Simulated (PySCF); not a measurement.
## Dipole moment and polarisability of TaS(NH2)3

Species: TaS(NH2)3 (singlet state).
Structure used (PBE0-D3(BJ)/def2-SVP), in Å, numbered top down from 1:
```
atom  x, y, z in Å
Ta1    0.003    0.003    0.447
S2     0.019    0.021    2.619
N3     1.866   -0.020   -0.226
H4     2.140   -0.033   -1.206
H5     2.698   -0.018    0.358
N6    -0.921    1.625   -0.217
H7    -1.321    2.348    0.376
H8    -1.070    1.871   -1.193
N9    -0.949   -1.613   -0.195
H10   -1.095   -1.865   -1.169
H11   -1.368   -2.319    0.405
```

Level: CAM-B3LYP/def2-SVPD (PySCF), static field, nuclei fixed, core orbitals frozen in the response. The polarisability tensor in these axes (au):

```
x    84.81  -0.02   0.13
y    -0.02  84.86   0.21
z     0.13   0.21 104.74
```

Problem. Give the principal values, the mean and the anisotropy Δα = √{½[(α1 − α2)² + (α2 − α3)² + (α1 − α3)²]}.

Solution. Principal values 84.80, 84.87 and 104.74 au; mean 91.47 au = 13.55 Å³ = 15.08 × 10⁻⁴⁰ C²·m²/J; Δα = 19.90 au (22 % of the mean).

Problem. What is the dipole moment, and where does it point?

Solution. (-0.03, -0.04, -4.73) D, 4.73 D in size, pointing from the negative to the positive side. Measured along this direction, the outermost atoms are S2 at the negative end and H4, H10 and H8 at the positive end.

Problem. Form Σ f/ω² (atomic units) for the 10 lowest TDDFT singlets, given as eV and f, and set it beside the mean polarisability, which is this sum over all singlets: 4.58, 0.0000; 4.81, 0.0002; 4.81, 0.0002; 5.09, 0.0000; 5.19, 0.0124; 5.19, 0.0110; 5.29, 0.0275; 5.29, 0.0292; 5.53, 0.0485; 5.67, 0.0004.

Solution. They add up to 3.34 au, 3.7 % of the 91.47 au; the largest single term is 1.17 au, from the state at 5.53 eV. Terms in order: 0.00, 0.01, 0.01, 0.00, 0.34, 0.30, 0.73, 0.77, 1.17, 0.01 au. Higher excitations give the rest. The strengths listed sum to 0.129.

Problem. Find the Langevin capture rate constant for H3+ (3.023 u) meeting this molecule (260.976 u), k = 2.342 × 10⁻⁹ cm³/s × √(α in Å³ / reduced mass in u).

Solution. The reduced mass is 2.99 u, so k = 4.99 × 10⁻⁹ cm³/s. The formula leaves out the permanent dipole, which adds to the capture rate.

Problem. How large is μ²/3kT at 298 K beside α?

Solution. In Gaussian units μ²/3kT = 181.08 Å³ against 13.55 Å³, a ratio of 13.36; the Debye molar polarisation (4π/3)N_A(α + μ²/3kT) is 491.0 cm³/mol, leaving out the vibrational part.

Problem. Molar refractivity from α?

Solution. Lorentz–Lorenz: R = (4π/3)N_A α = 2.5225 cm³/(mol·Å³) × 13.55 Å³ = 34.2 cm³/mol, in the limit of long wavelengths.

Isolated species at its PBE0-D3(BJ)/def2-SVP geometry, gas phase. Atoms past krypton carry effective core potentials; spin–orbit coupling is left out.
